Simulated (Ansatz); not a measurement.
Potential energy curve for BeH (cation, charge +1), singlet.

Method: full CI/aug-cc-pVDZ, frozen core run with Ansatz (a quantum-chemistry and plane-wave program).

Problem. Relative to R = 1.33 Å, what are the energies at R = 1.21, 1.43, 2.69, 4.71 Å?

Solution. 0.136 eV at 1.21 Å, 0.066 eV at 1.43 Å, 2.537 eV at 2.69 Å, 2.989 eV at 4.71 Å.
